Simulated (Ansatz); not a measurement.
Compare A (`O[SiH2]C([SiH3])Cl`) with its isomer B (`[SiH3]CO[SiH2]Cl`).

Computed with Ansatz on PBE0-D4/def2-TZVP structures; ΔE is electronic, products minus reactants. CCSD(T)/CBS is the MP2 limit (def2-TZVPP, def2-QZVPP) plus CCSD(T) − MP2 in def2-TZVPP, frozen cores. Functionals use def2-TZVPP. B3LYP here is the variant with VWN-RPA as its local correlation; programs differ in this. One conformer a species, not always the lowest.

(1) Which isomer does CCSD(T)/CBS put lower? Give the gap. (Best estimate.)

(2) Give E(B) − E(A) in kJ/mol with r2SCAN-D4, PBE-D4, PBE0-D4, CCSD/def2-TZVPP, HF/def2-TZVPP, B3LYP, CCSD(T)/def2-TZVPP. (An estimate is asked.)

Largest T1 diagnostic: 0.011.

Results:

(1) Ansatz gave: B, by 62.3 kJ/mol.

(2) The calculation gave: r2SCAN-D4 -66.8, PBE-D4 -61.4, PBE0-D4 -64.0, CCSD/def2-TZVPP -68.3, HF/def2-TZVPP -88.4, B3LYP -76.2, CCSD(T)/def2-TZVPP -64.6. None reverses the order clearly.

In def2-TZVPP, CCSD(T) changes the Hartree–Fock value by +23.8 kJ/mol (the triples alone add +3.7 kJ/mol) and MP2 by +26.5 kJ/mol. The D4 term adds +6.0 kJ/mol with B3LYP and +3.0 kJ/mol with PBE0; it sums over pairs of atoms, weighted by their polarisabilities, and B3LYP, whose exchange is more repulsive, gets the larger term.
